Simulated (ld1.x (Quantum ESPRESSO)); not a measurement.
# Before and after: TM potential for strontium

```
Element                 : Sr (Z = 38)
Generator               : ld1.x (Quantum ESPRESSO) 7.5
Type                    : norm-conserving Troullier–Martins (Kleinman–Bylander form)
Functional              : PBE
Relativity              : scalar-relativistic
Frozen core             : [Ar] 3d10
Valence charge          : 10
Reference configuration : 4s2 4p6 4d0 5s2 5p0
Partial waves           : 4p (bound): rc 2.20 bohr; 4d (bound, empty): rc 3.80 bohr; 4f channel at -0.1 Ry: rc 3.40 bohr; 4s (bound): rc 1.20 bohr
Local potential         : the s channel
Core correction         : none
```

Occupied shells without a wave of their own: 5s. They enter only through the test configuration that unscreens the potential.

Change: core correction a·sin(br)/r model core inside 1.46 bohr (5s counted twice).

Cutoffs: the cutoffs (Ry, on a coarse ladder) from which the occupation-weighted sum of valence levels, in a spherical-Bessel basis at the reference potential, stays within 10 and 1 mRy of its value at 400 Ry; they do not see the model core or the augmentation charge, which bear on the density cutoff. Errors are all-electron minus pseudo energies relative to the spin-unpolarised reference configuration.

Q: How do hardness, ghosts and transferability respond?

A: The potential gets neither clearly harder nor softer (70 Ry and 120 Ry → 70 Ry and 120 Ry); both files keep a bound ghost (d, p); of the 7 tests that both files solve, the error grows in 6 and shrinks in 1 by more than 15 % and 0.3 meV (median size 34.2 → 48.0 meV). In the changed file ld1.x takes every shell without a wave as core, so the model core holds the 5s electrons as well and exchange and correlation see them twice. This cancels in the reference configuration, but the file is broken for other ones, and its errors say nothing about a proper core correction. A model core, the more so a compact one, raises the density cutoff, which this test does not measure.

```tsv
quantity	base	changed
cutoff, loose	70 Ry	70 Ry
cutoff, tight	120 Ry	120 Ry
bound ghosts	d, p	d, p
error for 4s2 4p6 4d0 5s1 5p0, meV [ΔE 5.89 eV]	-34	-173
error for 4s2 4p6 4d0 5s0 5p0, meV [ΔE 16.89 eV]	-94	-701
error for 4s2 4p6 4d0 5s1.5 5p0, meV [ΔE 2.34 eV]	-15	-46
error for 4s2 4p6 4d1 5s0 5p0, meV [ΔE 7.65 eV]	-42	-329
error for 4s2 4p6 4d0.5 5s1.5 5p0, meV [ΔE 1.15 eV]	-8.5	-13
error for 4s2 4p5 4d0 5s2 5p0, meV [ΔE 28.31 eV]	+111	+48
error for 4s2 4p6 4d1 5s1 5p0, meV [ΔE 2.32 eV]	-12	-30
s: phases at 4.08 bohr within 0.05 rad from the reference energy up to (Ry; the scan ends near 5)	1.7	1.7
p: phases at 4.08 bohr within 0.05 rad from the reference energy up to (Ry; the scan ends near 5)	-0.9	-0.9
d: phases at 4.08 bohr within 0.05 rad from the reference energy up to (Ry; the scan ends near 5)	0.7	0.7
f: phases at 4.08 bohr within 0.05 rad from the reference energy up to (Ry; the scan ends near 5)	2.2	2.2
```

 A true bound ghost makes a file unfit for plane-wave use even where its test errors are small: the radial tests pick states by their node count and pass the ghost by.
